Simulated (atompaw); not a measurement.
**Pseudopotential generation for Tc (Z = 43): PAW (atompaw), PBE, scalar-relativistic.**

```json
{
  "Element": "technetium (Tc)",
  "Generator": "atompaw 4.2.0.5",
  "Type": "PAW",
  "Functional": "PBE",
  "Relativity": "scalar-relativistic",
  "Frozen core": "[Kr]",
  "Valence charge": "7",
  "Reference configuration": "4d5 5s1.75 5p0.25",
  "Partial waves": "5s (bound): rc 2.25 bohr; 5s channel at 4.65 Ry: rc 2.25 bohr; 5p (bound): rc 1.20 bohr; 5p channel at 1 Ry: rc 1.20 bohr; 4d (bound): rc 2.25 bohr; 4d channel at 0.3 Ry: rc 1.80 bohr",
  "Local potential": "troulliermartins scheme with l = 3 at 0 Ry, radius 1.45 bohr",
  "Core correction": "smooth core density matched at 1.70 bohr",
  "Augmentation charge": "besselshape compensation charge, radius 1.70 bohr; PAW radius 2.25 bohr; waves and projectors: custom rrkj gramschmidtortho"
}
```

All-electron outer shells of the reference configuration (PBE, scalar-relativistic, ld1.x):

```json
{"shell": "4s", "level (eV)": "-73.77", "outermost node (bohr)": "0.50", "outermost maximum (bohr)": "0.95"}
{"shell": "4p", "level (eV)": "-45.73", "outermost node (bohr)": "0.51", "outermost maximum (bohr)": "1.03"}
{"shell": "4d", "level (eV)": "-7.03", "outermost node (bohr)": "0.50", "outermost maximum (bohr)": "1.27"}
{"shell": "5s", "level (eV)": "-5.29", "outermost node (bohr)": "1.28", "outermost maximum (bohr)": "2.72"}
{"shell": "5p", "level (eV)": "-1.60", "outermost node (bohr)": "1.45", "outermost maximum (bohr)": "3.63"}
```

(1) Does this generation succeed?

## Answers

(1) No. atompaw 4.2.0.5 stopped with "atompaw: The overlap operator has at least one negative eigenvalue!": the overlap operator built from these waves and projectors is not positive definite. The 5p radius of 1.20 bohr lies inside the outermost node of the all-electron wave at 1.45 bohr.
